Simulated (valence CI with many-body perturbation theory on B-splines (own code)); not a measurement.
**Energy levels of Ir27+**

Method: relativistic CI+MBPT: four valence electrons over a frozen Dirac-Fock core [Kr] 4d10, radial functions for each j: 7 s, 7 p, 7 d, 7 f, 4 g, 2 h, with the one-electron correlation potential Σ1 (screened to all orders), the two-electron term Σ2, the three-electron term Σ3, Breit, model QED; selected single and double excitations, second order for the rest, scaled by the run's own slope (own B-spline code, finite nucleus).

The last digits are not significant, and no measured levels were compared; by estimate large intervals hold to a few tenths of a per cent, small ones and those within an open d or f shell to about a per cent. Excitations out of the core, of the other parity, are not computed and may begin above about 176 eV (a cautious bound); beyond it only levels of the ground parity were kept, without lifetimes.

Levels 136 to 180 of 203, with energies above the lowest level, (4f5/2^4) J=4. "Leading %" is the weight of the configuration and term that name the level; weights of strongly mixed levels are sums over their largest components and can fall short. In the jj column 3d3/2^4 stands for four electrons in 3d with j = 3/2. Lifetimes count E1, E2, E3, M1 and M2 decay at the calculated energies, and are blank where another channel may lead or the interval is too uncertain; long ones can be off by a factor of two.

```csv
No.,Configuration,Term,J,E (eV),Leading %,Lifetime,Second component,g,Leading jj
136,4f³5s,¹H°,5,145.86,47,945 ns,14 % 4f³5s ³I°,1.042,4f5/2 4f7/2^2 5s (56 %)
137,4f³5s,³F°,4,145.88,48,926 ns,26 % 4f³5s ³H°,1.074,4f5/2 4f7/2^2 5s (74 %)
138,4f³5s,⁵D°,1,145.92,42,639 ns,20 % 4f³5s ³S°,1.369,4f5/2^2 4f7/2 5s (80 %)
139,4f³5s,⁵G°,5,146.40,59,770 ns,26 % 4f³5s ³H°,1.184,4f5/2 4f7/2^2 5s (75 %)
140,4f³5s,³G°,4,146.47,40,948 ns,19 % 4f³5s ⁵F°,1.124,4f5/2 4f7/2^2 5s (84 %)
141,4f³5s,⁵D°,3,146.59,43,730 ns,35 % 4f³5s ³D°,1.320,4f5/2^2 4f7/2 5s (86 %)
142,4f³5s,³D°,1,146.69,45,531 ns,19 % 4f³5s ³P°,0.911,4f5/2^2 4f7/2 5s (66 %)
143,4f³5s,³K°,8,146.84,34,1.12 μs,29 % 4f³5s ³L°,1.095,4f5/2^2 4f7/2 5s (60 %)
144,4f³5s,³G°,3,146.91,51,619 ns,28 % 4f³5s ³F°,0.924,4f5/2 4f7/2^2 5s (90 %)
145,4f³5s,³D°,2,147.02,44,666 ns,16 % 4f³5s ⁵D°,1.179,4f5/2^2 4f7/2 5s (57 %)
146,4f³5s,³L°,7,147.32,53,789 ns,29 % 4f³5s ³I°,0.975,4f5/2^2 4f7/2 5s (48 %)
147,4f³5s,³G°,4,147.57,73,463 ns,16 % 4f³5s ³H°,1.017,4f5/2 4f7/2^2 5s (61 %)
148,4f³5s,³H°,6,147.75,70,633 ns,12 % 4f³5s ⁵G°,1.155,4f5/2^2 4f7/2 5s (47 %)
149,4f³5s,³I°,5,148.17,40,641 ns,31 % 4f³5s ¹H°,0.944,4f5/2^2 4f7/2 5s (56 %)
150,4f³5s,³D°,1,148.38,45,629 ns,19 % 4f³5s ⁵D°,1.068,4f5/2 4f7/2^2 5s (69 %)
151,4f³5s,¹D°,2,148.48,32,450 ns,23 % 4f³5s ³D°,1.202,4f5/2^2 4f7/2 5s (55 %)
152,4f³5s,³D°,3,148.71,73,669 ns,11 % 4f³5s ⁵D°,1.315,4f5/2 4f7/2^2 5s (91 %)
153,4f³5s,⁵G°,6,149.27,44,788 ns,38 % 4f³5s ³I°,1.162,4f5/2 4f7/2^2 5s (72 %)
154,4f³5s,³D°,2,149.40,42,661 ns,42 % 4f³5s ¹D°,1.065,4f5/2 4f7/2^2 5s (84 %)
155,4f³5s,³G°,5,149.72,37,760 ns,23 % 4f³5s ³H°,1.157,4f7/2^3 5s (45 %)
156,4f³5s,³P°,0,149.76,51,572 ns,49 % 4f³5s ⁵D°,,4f5/2 4f7/2^2 5s (95 %)
157,4f³5s,³H°,4,150.15,54,542 ns,22 % 4f³5s ³F°,0.958,4f5/2 4f7/2^2 5s (60 %)
158,4f³5s,⁵D°,4,150.31,90,709 ns,6 % 4f³5s ³F°,1.467,4f5/2 4f7/2^2 5s (68 %)
159,4f³5s,³G°,5,150.32,57,479 ns,27 % 4f³5s ³I°,1.076,4f5/2 4f7/2^2 5s (86 %)
160,4f³5s,³D°,1,150.55,34,366 ns,26 % 4f³5s ⁵D°,1.051,4f5/2 4f7/2^2 5s (88 %)
161,4f³5s,³I°,7,150.83,91,926 ns,6 % 4f³5s ³K°,1.128,4f5/2 4f7/2^2 5s (95 %)
162,4f³5s,³D°,2,151.17,37,653 ns,21 % 4f³5s ⁵D°,1.253,4f5/2 4f7/2^2 5s (77 %)
163,4f³5s,³L°,8,151.28,61,763 ns,35 % 4f³5s ³K°,1.059,4f5/2 4f7/2^2 5s (58 %)
164,4f³5s,³L°,9,151.31,100,853 ns,,1.108,4f5/2 4f7/2^2 5s (100 %)
165,4f³5s,¹I°,6,151.45,59,621 ns,32 % 4f³5s ³I°,1.005,4f5/2 4f7/2^2 5s (91 %)
166,4f³5s,³D°,1,151.53,66,417 ns,12 % 4f³5s ³P°,0.774,4f5/2 4f7/2^2 5s (73 %)
167,4f³5s,³L°,7,151.76,36,513 ns,35 % 4f³5s ¹K°,0.969,4f7/2^3 5s (62 %)
168,4f³5s,³H°,5,151.86,32,511 ns,31 % 4f³5s ³G°,1.104,4f7/2^3 5s (49 %)
169,4f³5s,³D°,3,152.05,64,314 ns,20 % 4f³5s ⁵D°,1.303,4f5/2 4f7/2^2 5s (66 %)
170,4f³5s,³H°,4,152.17,33,468 ns,27 % 4f³5s ¹G°,0.981,4f7/2^3 5s (73 %)
171,4f³5s,¹L°,8,152.23,82,531 ns,9 % 4f³5s ³K°,1.011,4f5/2 4f7/2^2 5s (85 %)
172,4f³5s,³F°,3,152.84,41,294 ns,31 % 4f³5s ³D°,1.198,4f5/2 4f7/2^2 5s (87 %)
173,4f³5s,³F°,2,153.00,50,332 ns,27 % 4f³5s ³D°,0.885,4f5/2 4f7/2^2 5s (86 %)
174,4f³5s,³D°,2,154.27,42,407 ns,22 % 4f³5s ¹D°,1.213,4f7/2^3 5s (74 %)
175,4f³5s,³D°,1,154.41,61,392 ns,24 % 4f³5s ¹P°,0.776,4f7/2^3 5s (80 %)
176,4f³5s,³H°,6,154.45,60,424 ns,19 % 4f³5s ¹I°,1.135,4f7/2^3 5s (68 %)
177,4f³5s,¹H°,5,155.04,41,407 ns,21 % 4f³5s ³H°,1.017,4f7/2^3 5s (75 %)
178,4f³5s,³F°,4,155.79,85,334 ns,5 % 4f³5s ⁵D°,1.243,4f5/2 4f7/2^2 5s (56 %)
179,4f³5s,³F°,3,156.33,40,336 ns,36 % 4f³5s ³D°,1.147,4f7/2^3 5s (50 %)
180,4f³5s,¹F°,3,156.79,46,290 ns,31 % 4f³5s ³D°,1.096,4f7/2^3 5s (50 %)
```

Where two levels of one J and parity lie close, their mixing, g and order are uncertain.
